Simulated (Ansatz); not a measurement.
`C[O][GeH]([OH])[OH]` → `C[O][GeH]` + `OO` at 500 K and 1 bar (germylene formation by 1,1-elimination).

Gas-phase electronic energies from Ansatz, PBE0-D4/def2-TZVP geometries. CBS: MP2 limit from def2 TZ/QZ plus the TZ coupled-cluster correction, frozen cores. This one scheme is used for every species. For Ge outer-core shells are correlated without core-valence functions, which leaves a few kJ/mol of doubt a bond. Scalar relativity is left out up to krypton. Each species was taken in one conformer, which may not be the lowest.

```csv
species,CCSD(T)/CBS energy (Eh),H − E (kJ/mol),S (J/(mol·K))
`C[O][GeH]([OH])[OH]`,-2343.36454,255.9,444.6
`C[O][GeH]`,-2191.71863,156.4,332.3
`OO`,-151.44260,90.9,250.3
```

H − E and S are ideal-gas, rigid-rotor, harmonic terms from PBE0-D4/def2-TZVP, for one conformer and one mirror image of each species. 1 Eh = 2625.50 kJ/mol, R = 8.31446 J/(mol·K).

Problem. By hand: ΔE, ΔH, ΔS and ΔG.

Solution. ΔE = (-2191.71863) + (-151.44260) − (-2343.36454) = 0.20331 Eh = 533.8 kJ/mol. Δ(H − E) = 156.4 + 90.9 − 255.9 = -8.6, so ΔH = 525.2 kJ/mol. ΔS = 332.3 + 250.3 − 444.6 = 138.0 J/(mol·K). ΔG = 525.2 − 500 × (138.0)/1000 = 456.2 kJ/mol.

Problem. By hand: the equilibrium constant, and the temperature at which ΔG would vanish if ΔH and ΔS stayed fixed.

Solution. log₁₀ K = −ΔG/(RT ln 10) = -47.7. ΔG = 0 at ΔH/ΔS = 3806 K, far beyond where these terms or the molecules hold.

The number of gas molecules changes by +1, which sets the sign of ΔS. A doubt of 5 kJ/mol in ΔE shifts log₁₀ K by 0.5 here. Other conformers and mirror images would add mixing entropy, several J/(mol·K) or more a flexible species. Modes under 60 cm⁻¹, often nearly free rotors, make the harmonic entropy too high. These are equilibria of isolated gas molecules and say nothing of rates. Largest T1 diagnostic: 0.016 (customary marks: 0.02 for closed shells, 0.045 for open ones).
